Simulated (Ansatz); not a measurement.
A run for Ansatz (a quantum-chemistry and plane-wave program): R-PBE0/def2-TZVPP on CH5AlO2 (SMILES C[O][AlH][OH]).

Ansatz 0.2 input:
```yaml
crystal:
  periodic: [false, false, false]
  atoms:
    - {symbol: C, position_ang: [1.36937672, -0.46409548, 0.38404755]}
    - {symbol: O, position_ang: [0.55279948, 0.65792661, 0.16876901]}
    - {symbol: Al, position_ang: [-1.03575161, 0.99423590, -0.27995701]}
    - {symbol: O, position_ang: [-2.18045186, -0.20940763, -0.62688312]}
    - {symbol: H, position_ang: [2.22798985, -0.43781823, -0.29285129]}
    - {symbol: H, position_ang: [1.74642685, -0.46122673, 1.41064388]}
    - {symbol: H, position_ang: [0.83711023, -1.40870907, 0.22061776]}
    - {symbol: H, position_ang: [-1.48015069, 2.48459412, -0.38273769]}
    - {symbol: H, position_ang: [-2.03734897, -1.15549948, -0.60164909]}
basis:
  gaussian:
    orbitals: def2-TZVPP
hamiltonian:
  xc: {name: PBE0}
scf: {lower_state_search: off}
```

The head of its log:

```
WARN ansatz: RAYON_NUM_THREADS=1 ignored (pool sized by the plan → 1); use --threads N
Functional definition: PBE0
these checks for a lower state are left out or cut short: stability, starts, cluster_reference, orbital_swaps, neighbouring_geometries, increment
integrals: 0.10 GiB planned
1077 factors; their error is unknown
mean field: 0.95 GiB planned
mean field evaluation 1: about -11795.2934 eV, gradient 7.7e1 eV
mean field evaluation 2: about -11775.6101 eV, gradient 1.3e2 eV
```

**Question.** Predict the final total energy.

**Answer.** -433.8482 hartree.
